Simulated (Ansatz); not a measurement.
Zn₃H₁₂Se₃, a cluster cut from zinc blende ZnSe (hydrogen-capped). Total charge 0; singlet. Geometry PBE0-D4/def2-SVP, basis def2-TZVP, Ansatz.

```xyz
18

Zn   -2.318   -2.399   -0.472
Zn    0.768    1.009    3.121
Zn    1.441    1.493   -2.654
Se   -0.518   -0.681   -2.108
Se    1.562    1.625    0.318
Se   -0.984   -1.000    1.793
H    -1.372   -3.646   -0.460
H    -3.530   -1.412   -0.536
H     1.948    0.018    3.394
H    -0.333    2.118    3.196
H     2.678    0.549   -2.818
H     0.355    2.612   -2.787
H     0.050   -1.719   -2.980
H    -1.513   -0.285   -3.115
H     3.020    1.561    0.487
H     1.545    3.090    0.435
H    -0.608   -2.176    2.591
H    -2.191   -0.757    2.595
```

```
run  HOMO (eV)  LUMO (eV)
  A      -6.51      -1.95
  B      -7.37      -1.28
  C     -10.02       1.76
  D      -6.25      -2.13
```

Q: The runs used HF, PBE, PBE0, r2SCAN. Estimate which is which.

A: A r2SCAN (0 % exact exchange); B PBE0 (25 % exact exchange); C HF (100 % exact exchange); D PBE (0 % exact exchange). Exact exchange lowers occupied and raises empty levels; among semilocal functionals meta-GGAs tend to open the gap a little, and such runs are hard to tell apart. The gap grows from 4.13 eV (PBE) to 11.78 eV (HF).
